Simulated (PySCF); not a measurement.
Some computed properties have been withheld. Give your best values.

Compound: C4H4F6OSi.
SMILES: `O[Si@@]1(C(F)(F)F)C[C@H]1C(F)(F)F`

Conformer (atom-mapped SMILES and torsion angles): `[OH:1][Si@@:2]1([C:3]([F:4])([F:5])[F:6])[CH2:7][C@H:8]1[C:9]([F:10])([F:11])[F:12]`: O1–Si2–C3–F4 63°, C7–C8–C9–F10 -69°, H–O1–Si2–C3 173°.

```json
{"property": "point group of the GFN2-xTB geometry", "level": "GFN2-xTB", "value": "?"}
{"property": "rotational constants A, B, C of the GFN2-xTB geometry", "level": "GFN2-xTB", "value": "1.630, 0.439, 0.425 GHz"}
{"property": "dipole moment", "level": "PBE0/pcSseg-1", "value": "?"}
{"property": "HOMO energy", "level": "PBE0/pcSseg-1", "value": "-7.91 eV"}
{"property": "LUMO energy", "level": "PBE0/pcSseg-1", "value": "-0.22 eV"}
{"property": "13C chemical shifts (computed TMS as zero) by class", "level": "GIAO PBE0/pcSseg-1", "value": "?"}
{"property": "1H chemical shifts (computed TMS as zero) by class", "level": "GIAO PBE0/pcSseg-1", "value": "1.93 (1 H), 1.60 (1 H), 1.51 (1 H), 1.31 (1 H) ppm"}
{"property": "isotropic shieldings of nuclei other than C and H, by class", "level": "GIAO PBE0/pcSseg-1", "value": "?"}
```

Electronic properties: PySCF, gas phase, density fitting. NMR classes are plain means over equivalent atoms (diastereotopic ones count apart unless rotation or inversion swaps them), as if these changed places fast; in this geometry the members of some classes differ.

(1) Give the isotropic shieldings of nuclei other than C and H, by class.

(2) The 13C chemical shifts (computed TMS as zero) by class?

(3) Give the point group of the GFN2-xTB geometry.

(4) Give the dipole moment.

Results:

(1) 348 (1 O), 244 (3 F), 248 (3 F), 418 (1 Si) ppm.

(2) 138.0 (1 C), 135.5 (1 C), 21.3 (1 C), 6.4 (1 C) ppm.

(3) C1.

(4) 1.73 D.

With B = h/(8π²I), that is 505.379 GHz u Å² over I, the principal moments of inertia are 310.0, 1150.1 and 1189.4 u Å² (most abundant isotopes). The rotational constants make it an asymmetric top with κ = (2B − A − C)/(A − C) = -0.98, nearer the prolate limit (−1). The dipole equals about 5.8 × 10⁻³⁰ C·m (1 D = 3.33564 × 10⁻³⁰ C·m).

For the NMR shielding job (PBE0/pcSseg-1), hardware: one thread, Arm Neoverse V2, no GPU, on a shared host. Cost: 46 s.

One conformer stands for the species.
